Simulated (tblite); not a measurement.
A tight-binding relaxation on `C=CC(=C)[C@@H](C)[O]` [radical].

Computed with GFN2-xTB geometry optimisation, gas phase (tblite 0.8.0). Start geometry: from a force field or distance geometry. The input is one job of a driver script: a line of settings, then coordinates in Å.

Command:
```bash
OMP_NUM_THREADS=1 python probes_run.py task.json out
```

Input:
```
{"job": {"kind": "relax", "xc": "GFN2-xTB", "basis": "xTB"}, "charge": 0, "multiplicity": 2}
C     -1.619100    -0.943800    -0.947600
C     -1.211400     0.316900    -0.905400
C     -0.157000     0.771600     0.017600
C      0.151100     2.065200    -0.055900
C      0.541600    -0.070100     0.986900
C      1.302600    -1.214900     0.396300
O      1.397600     0.754800     1.743700
H     -2.413200    -1.156400    -1.674200
H     -1.232700    -1.734600    -0.317400
H     -1.670900     1.036600    -1.570700
H      0.900600     2.504800     0.574400
H     -0.359000     2.694300    -0.746800
H     -0.250800    -0.512600     1.657900
H      1.390200    -1.165500    -0.722100
H      0.875700    -2.172700     0.721500
H      2.346900    -1.164600     0.830400
```

Output:
```
step      E/eV     max force
  0    -580.32390    3.023
  1    -580.62847    0.997
  2    -580.69073    0.813
  3    -580.73545    0.743
  4    -580.78384    0.575
  5    -580.80522    0.498
  6    -580.82012    0.280
  7    -580.82654    0.196
  8    -580.83142    0.240
  9    -580.83476    0.201
... (96 lines left out)
106    -580.94702    0.017
107    -580.94706    0.018
108    -580.94709    0.016
109    -580.94712    0.013
110    -580.94714    0.011
111    -580.94717    0.011
112    -580.94719    0.010
113    -580.94721    0.011
114    -580.94723    0.011
115    -580.94725    0.009
```

«max force» is the largest atomic force in eV/Å.

From which step on does the largest force stay under 0.1 eV/Å, and how much energy is left to gain from there?

From step 94 (0.097 eV/Å), 2.8 meV above the end.

Summary of the converged run: energy lowered by 14.4 kcal/mol over 115 steps; largest atomic force 0.009 eV/Å at the end.

Where do the atoms end?

0.478 Å rms from the input after alignment:
```
atom  x, y, z in Å
C1    -1.7764   -0.8719   -0.8814
C2    -1.1405    0.2914   -0.9415
C3    -0.1615    0.8036    0.0014
C4     0.2567    2.0697   -0.0288
C5     0.4647   -0.1569    1.0362
C6     1.4345   -1.1373    0.3416
O7     0.9241    0.4296    2.1106
H8    -2.4932   -1.1602   -1.6307
H9    -1.6208   -1.5824   -0.0839
H10   -1.3656    0.9709   -1.7554
H11    0.9602    2.4343    0.6988
H12   -0.0945    2.7645   -0.7740
H13   -0.4295   -0.7574    1.3514
H14    0.9620   -1.6183   -0.5101
H15    1.7675   -1.8904    1.0516
H16    2.3048   -0.5801    0.0028
```

Hardware: Arm Neoverse V1, one thread, no GPU, shared host with 32 logical CPUs at a one-minute load of 28. Cost: 0.64 s wall.
Labels such as C1 count atoms from 1, the log's own numbers from 0.
